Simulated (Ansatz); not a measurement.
Ideal-gas functions of `OBOBF` at 500 K and 1 bar, from an Ansatz frequency run at PBE0-D4/def2-TZVP.

Molar mass 75.64 g/mol, point group C1 (symmetry number 1), electronic degeneracy 1, moments of inertia 45.538, 143.99, 176.83 u Å². Harmonic wavenumbers (cm⁻¹, unscaled): 60, 132, 159, 490, 569, 622, 914, 922, 927, 1031, 1109, 1172, 1257, 1434, 1471, 2629, 2673, 3908.

Use S(trans) = R[1.5 ln M + 2.5 ln T − 1.1517]; rotational temperatures θ = 24.2544 K / I; S(rot) = R[ln(√π/σ · √(T³/θAθBθC)) + 1.5]; for each mode x = 1.438777 ν̃/T, S = R[x/(eˣ − 1) − ln(1 − e⁻ˣ)] and H = RT x/(eˣ − 1); 1 cm⁻¹ = 0.0119627 kJ/mol; R = 8.31446 J/(mol·K).

Question: By hand: the entropy, in J/(mol·K).

Answer: Translation 173.6. Rotation: θ = 0.5326, 0.1684, 0.1372 K, giving 113.0. Vibration, mode by mode: 22.93, 16.41, 14.89, 6.11, 5.09, 4.50, 2.32, 2.28, 2.25, 1.78, 1.49, 1.29, 1.06, 0.70, 0.64, 0.04, 0.03, 0.00, in all 83.8. Electronic 0.0. Sum 370.4 J/(mol·K).

Question: By hand: H − E and G − E in kJ/mol, counted from the electronic energy.

Answer: Zero-point energy ½ × 21479 × 0.0119627 = 128.5; thermal vibration 20.8; translation, rotation and pV give 4 RT = 16.6. H − E = 165.9 kJ/mol, and G − E = 165.9 − 500 × 370.4/1000 = -19.3 kJ/mol.

Vibration gives 23 % of the entropy, 39.3 J/(mol·K) of it from the modes under 150 cm⁻¹: soft modes count most, and the harmonic formula is weakest for them. The sum counts one conformer and one mirror image; others add a mixing term.
